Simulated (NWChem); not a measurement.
Molecule: Si₂NH₅F₂; SMILES N[Si@@H](F)[SiH2]F

```xyz
10

N      1.5921    -1.2678     0.3617
Si     0.0903    -0.8788    -0.3744
F     -1.1456    -1.8556     0.0472
Si    -0.5728     1.2692     0.2852
F      0.4677     2.3670    -0.3074
H      1.7611    -1.1202     1.3491
H      2.1765    -2.0093    -0.0060
H      0.2886    -1.0500    -1.8365
H     -1.9341     1.5999    -0.2193
H     -0.5803     1.3861     1.7723
```
Atoms are numbered in this order, from 1.

Computed with NWChem. Pople sets run with spherical d functions. Structure relaxed at the B3LYP/6-31G* (spherical d) level.

Q: Taking B3LYP/6-311++G** as the yardstick, which of these has the fewest basis functions while keeping “dipole (D)” within 0.1 D of it: B3LYP/6-311G**; B3LYP/STO-3G; B3LYP/6-31+G*; B3LYP/6-31G*; B3LYP/3-21G?

A: B3LYP/6-31+G* (a larger set in the list lies outside the tolerance).
```csv
level,basis functions,dipole (D),relative time (rough)
B3LYP/STO-3G,38,1.03,1
B3LYP/3-21G,63,2.04,1
B3LYP/6-31G*,88,1.90,4
B3LYP/6-31+G*,108,1.76,7
B3LYP/6-311G**,136,1.85,7
B3LYP/6-311++G**,161,1.71,10
```

The yardstick is one finite set, not the basis-set limit.
